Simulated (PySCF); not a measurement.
## How methods differ on the excitation energy of V⁺

V⁺ [Ar] 3d4 (5D) → V⁺ [Ar] 3d3 4s1 (5F), as a difference of total energies. Computed with PySCF 2.14 in x2c-QZVPPall, with the spin-free X2C one-electron Hamiltonian (Gaussian nucleus). Correlated levels: valence and next inner shell: [Ne] frozen. The calculations carry no spin-orbit coupling.

```json
{"method": "UHF", "excitation energy (eV)": "-0.455"}
{"method": "MP2 (valence and next inner shell)", "excitation energy (eV)": "0.428"}
{"method": "SCS-MP2 (valence and next inner shell)", "excitation energy (eV)": "0.073"}
{"method": "CCSD (valence and next inner shell)", "excitation energy (eV)": "0.178"}
{"method": "CCSD(T) (valence and next inner shell)", "excitation energy (eV)": "0.209"}
```

Errors of the correlated levels include the incompleteness of this basis and the frozen core.

The basis was made for the ground configuration and has no added diffuse functions, so the excitation energy can come out too high.

Question: Which method comes closest to the reference value, and which is furthest?

Answer: The reference is 0.337 eV (measured; NIST levels, between the centres of gravity of the two terms). Closest: MP2 (valence and next inner shell) (error 0.091 eV); furthest: UHF (error -0.792 eV).
